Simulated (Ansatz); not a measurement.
Cost and result up the ladder for GeEt(NMe2)3 (C₈H₂₃GeN₃) (35 atoms). Total charge 0; singlet. Geometry: r2SCAN-D4/def2-SVP.

Cartesian coordinates in Å:
```
Ge 0.171 -0.123 0.178
C 0.431 -1.158 1.819
C -0.880 -1.778 2.304
H 0.890 -0.531 2.603
H 1.170 -1.943 1.582
H -0.737 -2.382 3.215
H -1.635 -1.007 2.532
H -1.316 -2.435 1.535
N -0.769 -0.981 -1.146
C -0.146 -2.027 -1.923
C -2.212 -1.038 -1.139
H -0.424 -3.047 -1.573
H 0.950 -1.937 -1.872
H -0.442 -1.964 -2.991
H -2.621 -0.261 -0.476
H -2.625 -0.875 -2.156
H -2.600 -2.022 -0.791
N 1.813 0.187 -0.607
C 2.984 0.409 0.206
C 1.870 0.853 -1.889
H 3.895 0.042 -0.308
H 2.910 -0.136 1.161
H 3.162 1.482 0.445
H 0.955 0.645 -2.466
H 1.979 1.957 -1.807
H 2.732 0.487 -2.484
N -0.884 1.345 0.555
C -0.840 1.991 1.845
C -1.235 2.244 -0.522
H -0.099 2.821 1.901
H -0.594 1.271 2.640
H -1.827 2.430 2.096
H -1.254 1.703 -1.481
H -2.243 2.678 -0.363
H -0.528 3.098 -0.626
```

Ansatz on 4 threads of Arm Neoverse V1 on a shared host. Times are rough, and most runs start from the orbitals of an earlier one. PBE0-D4/def2-TZVP serves as the yardstick here, not as an exact answer. Differences are given only for rows in sets of like size (and for xTB, whose basis is part of the method), since another set adds its own error. Binding counts from free atoms at the same level (Ge triplet, C triplet, H doublet, N quartet; other spins of the atoms weren't run), without zero-point energy or a counterpoise term.

The 6-31G sets use Cartesian d functions. B3LYP takes the VWN-RPA correlation. Correlated methods freeze 20 core orbitals; core or outer-core shells of Ge are correlated, in sets that lack core-valence functions. The rows differ in basis, and correlated rows in double-zeta sets carry the largest basis error.

Correlated methods converge slowly with the basis, most of all in double-zeta sets.

```
                         level  functions  wall time  binding energy per atom (eV)  difference from PBE0-D4/def2-TZVP (eV)
                     HF/STO-3G         96      1.2 s                          3.57                                       –
                      HF/6-31G        174      4.4 s                          2.70                                       –
                B3LYP-D4/6-31G        174        8 s                          3.87                                       –
               PBE-D4/def2-SVP        301        9 s                          4.04                                       –
              PBE0-D4/def2-SVP        301       18 s                          3.98                                       –
                  MP2/def2-SVP        301       20 s                          3.77                                       –
PBE-D4/def2-TZVP (with forces)        527       21 s                          4.00                                    0.06
           r2SCAN-D4/def2-TZVP        527       31 s                          3.92                                   -0.02
             PBE0-D4/def2-TZVP        527       44 s                          3.94                                    0.00
```
